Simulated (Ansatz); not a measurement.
C2H7FOSi2, SMILES `C=C[SiH](F)O[SiH3]`. The species carries charge 0 and has multiplicity 1. The structure was optimised at the PBE0-D4/def2-TZVP level. It is one conformer, not always the lowest.

```xyz
13

C    -0.782    0.917   -2.026
C    -0.828   -0.388   -1.771
Si   -0.249   -1.107   -0.177
F     0.857   -2.220   -0.474
O     0.408    0.070    0.721
Si    1.029    0.541    2.162
H    -0.384    1.622   -1.302
H    -1.133    1.336   -2.965
H    -1.237   -1.052   -2.530
H    -1.317   -1.794    0.586
H     0.336   -0.164    3.272
H     0.822    2.004    2.294
H     2.479    0.234    2.210
```

Task: What is the dipole moment at ωB97M-V/def2-TZVPP? (Estimate.)

Result: Computed: 1.55 D, with components (-0.93, 1.22, -0.19) D in this frame, pointing from negative to positive charge.

Task: And with PBE, r2SCAN, B3LYP? (An estimate is asked.)

Result: Computed: PBE 1.49 D, r2SCAN 1.54 D, B3LYP 1.55 D.

Task: Give the Mulliken charges with ωB97M-V, B3LYP, r2SCAN in def2-TZVPP. (Best estimate.)

Result: Ansatz gave: 
| atom | ωB97M-V | B3LYP | r2SCAN |
| --- | --- | --- | --- |
| C1 | -0.19 | -0.20 | -0.13 |
| C2 | -0.24 | -0.21 | -0.22 |
| Si3 | 0.67 | 0.72 | 0.74 |
| F4 | -0.32 | -0.33 | -0.33 |
| O5 | -0.38 | -0.37 | -0.41 |
| Si6 | 0.29 | 0.39 | 0.42 |
| H7 | 0.11 | 0.11 | 0.09 |
| H8 | 0.11 | 0.11 | 0.08 |
| H9 | 0.10 | 0.09 | 0.07 |
| H10 | -0.06 | -0.11 | -0.11 |
| H11 | -0.03 | -0.07 | -0.07 |
| H12 | -0.03 | -0.07 | -0.07 |
| H13 | -0.03 | -0.06 | -0.07 |

B3LYP here is the variant with VWN-RPA as its local correlation; programs differ in this.
